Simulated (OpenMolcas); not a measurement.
A run on Xe+.

| Quantity | Value |
| --- | --- |
| Program | OpenMolcas |
| Method | MS-RASPT2, IPEA 0.25 Eh, imaginary shift 0.1 Eh (closed shells correlated: 5s) |
| Basis | ANO-R3 [8s7p5d4f3g2h] |
| Scalar Hamiltonian | X2C, finite nucleus |
| Active space | 5 electrons in 9 orbitals (RAS2 5p; RAS3 5d 6s, at most 1 electron) |
| State averaging | 2S+1 = 2 odd, 3 roots; 2S+1 = 4 even, 18 roots; 2S+1 = 2 even, 49 roots |
| Spin-orbit coupling | RASSI with atomic mean-field integrals over the reference wave functions, term energies averaged over their components |

First CASPT2 step and the start of its output:

```
&CASPT2
Multistate=3 1 2 3
Frozen=14 9
IPEA=0.25
Imaginary=0.1
MaxIter=60
WThr=0.0 0.3 0.05
PrWF=0.5
NoMix
```

```
--- CASPT2 ---
Orbital specifications:
      -----------------------

      Symmetry species                           1   2
                                                ag  au
      Frozen orbitals                           14   9
      Inactive orbitals                          1   0
      Active orbitals                            6   3
      Secondary orbitals                        39  59
      Deleted orbitals                           0   0
      Number of basis functions                 60  71
Type of calculation                        MS-CASPT2
      Fock operator                              state-specific
      IPEA shift                                 0.25
      Real shift                                 0.00
      Imaginary shift                            0.10
      The input orbitals will be transformed to quasi-canonical
Reference energy:       -7443.1334450991
      E2 (Non-variational):      -0.0961075100
      Shift correction:          -0.0001202525
      E2 (Variational):          -0.0962277626
      Total energy:           -7443.2296728616
      Residual norm:              0.0000006708
      Reference weight:           0.97026
      Contributions to the CASPT2 correlation energy
      Active & Virtual Only:         -0.0390701103
      One Inactive Excited:          -0.0492300444
      Two Inactive Excited:          -0.0078073553
Reference energy:       -7443.1334450991
      E2 (Non-variational):      -0.0961075100
      Shift correction:          -0.0001202525
      E2 (Variational):          -0.0962277626
      Total energy:           -7443.2296728616
      Residual norm:              0.0000006708
      Reference weight:           0.97026
      Contributions to the CASPT2 correlation energy
      Active & Virtual Only:         -0.0390701103
...
```

Over all roots the printed reference weights run from 0.50 to 0.97, and roots that are degenerate in the reference spread by up to 690 cm-1.

**Question.** Did the run give usable levels, and if not, why?

**Answer.** No. The equations converged, but the reference weight falls to 0.50 for at least one root against 0.97 for the best. A drop of that size marks an intruder state, so the energies of such roots and the levels built on them can't be trusted.
